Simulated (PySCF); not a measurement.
Work out the structure from these simulated measurements.

Formula: C6H5ClFNS.

* Rotational structure: rotational constants A, B, C: 2.061, 0.640, 0.490 GHz [PBE0-D3(BJ)/def2-SVP]
* UV, strongest line: among the 10 lowest singlet transitions: S8 at 6.16 eV (201 nm, f = 0.370) [TDDFT PBE0/def2-SVPD]
* Dipole: 4.96 D [PBE0/def2-SVPD]
* Polarisability: 115.8 au [PBE0/def2-SVPD]
* Valence photoelectron: vertical ionisation energy: 8.75 eV [ΔSCF PBE0/def2-SVPD]
* 1H NMR: chemical shifts (computed TMS as zero) by class: 8.13 (1 H), 6.53 (1 H), 2.26 (3 H) ppm [GIAO PBE0/pcSseg-1]
* 13C NMR: chemical shifts (computed TMS as zero) by class: 157.2 (1 C), 147.9 (1 C), 147.2 (1 C), 146.5 (1 C), 120.7 (1 C), 16.4 (1 C) ppm [GIAO PBE0/pcSseg-1]
* Triplet: lowest triplet excitation (Tamm–Dancoff): 3.76 eV [TDA PBE0/def2-SVPD]
* NMR, other nuclei: isotropic shieldings of nuclei other than C and H, by class: -70 (1 N), 299 (1 F), 504 (1 S), 690 (1 Cl) ppm [GIAO PBE0/pcSseg-1]
* UV, first state: lowest singlet excitation: 4.88 eV (254 nm, f = 0.075) [TDDFT PBE0/def2-SVPD]

The electronic properties come from PySCF, for the isolated species, density fitting. Levels stand in brackets. Isolated species at its PBE0-D3(BJ)/def2-SVP geometry (one conformer only). NMR classes are plain means over equivalent atoms (diastereotopic ones count apart unless rotation or inversion swaps them), as if these changed places fast.

Problem. Give a SMILES that accounts for the data.

Solution. Numbering: `[CH3:1][S:2][c:3]1[cH:4][cH:5][n:6][c:7]([Cl:8])[c:9]1[F:10]`. Its formula, C6H5ClFNS, gives 4 degrees of unsaturation: 1 ring and 3 π bonds in the structure found (Kekulé form). 6 carbons fall into 6 classes; from least to most shielded: aromatic C–F carbon [C9] (157.2 ppm), aromatic CH next to a ring nitrogen [C5] (147.9 ppm), aromatic C–Cl carbon [C7] (147.2 ppm), substituted aromatic carbon [C3] (146.5 ppm), aromatic CH carbon [C4] (120.7 ppm), S-methyl carbon [C1] (16.4 ppm). Hydrogen classes from least to most shielded: 1 H on an aromatic CH next to a ring nitrogen, C5 (8.13 ppm), 1 H on an aromatic CH carbon, C4 (6.53 ppm), 3 H on an S-methyl carbon, C1 (2.26 ppm). The other shieldings belong to: -70 ppm, pyridine-type nitrogen [N6]; 299 ppm, aryl fluorine [F10]; 504 ppm, sulfide sulfur [S2]; 690 ppm, aryl chlorine [Cl8]. The first electron is taken from the HOMO, whose largest Löwdin shares are 0.48 on the sulfide sulfur, 0.11 on the aromatic C–F carbon, 0.10 on the substituted aromatic carbon and 0.07 on the pyridine-type nitrogen. The optimised geometry has point group Cs and is an asymmetric top. Structure: `CSc1ccnc(Cl)c1F`. The assignments are read from this structure; whether some other isomer fits the data as well wasn't checked.

Conformer computed: `[CH3:1][S:2][c:3]1[cH:4][cH:5][n:6][c:7]([Cl:8])[c:9]1[F:10]`: C1–S2–C3–C4 1°.
